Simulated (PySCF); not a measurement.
**From computed data to an observable: entropy of an ideal gas**

ClH₃OS₂Si, SMILES O[Si](S)(S)Cl.

Geometry optimised at PBE-D3(BJ)/def2-SVP. The structure was generated by enumeration, and PubChem lists no compound with its InChIKey, so it may never have been made. One conformer was computed; it need not be the lowest.

PBE-D3(BJ)/def2-SVP in PySCF 2.14.0 gives the harmonic wavenumbers 114, 125, 176, 203, 212, 257, 262, 304, 415, 559, 567, 700, 727, 825, 898, 2607, 2609, 3735 cm⁻¹ and the rotational temperatures 0.0874, 0.0792, 0.0591 K. The molar mass is 146.68 g/mol, the symmetry number 1, the spin multiplicity 1.

Problem. Work out the entropy at 298.15 K and 1 atm in the rigid-rotor, harmonic-oscillator model.

Solution. 
Translation (Sackur–Tetrode at 1 atm): S = R[1.5 ln M + 2.5 ln T − 1.16487] = 171.0 J/(mol K).
Rotation: q = (√π/σ) T^1.5/√(θA θB θC) = 451000, S = R[ln q + 3/2] = 120.7 J/(mol K).
Vibration: with u = 1.4388 ν/T, each mode gives R[u/(e^u − 1) − ln(1 − e^−u)]:
| ν (cm⁻¹) | modes | u | S (J/(mol K)) |
|---|---|---|---|
| 114 | 1 | 0.55 | 13.39 |
| 125 | 1 | 0.60 | 12.64 |
| 176 | 1 | 0.85 | 9.92 |
| 203 | 1 | 0.98 | 8.81 |
| 212 | 1 | 1.02 | 8.48 |
| 257 | 1 | 1.24 | 7.04 |
| 262 | 1 | 1.26 | 6.90 |
| 304 | 1 | 1.47 | 5.84 |
| 415 | 1 | 2.00 | 3.80 |
| 559 | 1 | 2.70 | 2.20 |
| 567 | 1 | 2.74 | 2.13 |
| 700 | 1 | 3.38 | 1.28 |
| 727 | 1 | 3.51 | 1.15 |
| 825 | 1 | 3.98 | 0.79 |
| 898 | 1 | 4.33 | 0.59 |
The stiffer modes add less than 0.005 each. Sum 85.0 J/(mol K).
Spin: R ln 1 = 0.0 J/(mol K).
Total 376.6 J/(mol K); the program's own thermochemistry gives 376.6. Translation makes up 45 % and vibration 23 %. Anharmonicity, hindered rotation and orbital degeneracy are left out.
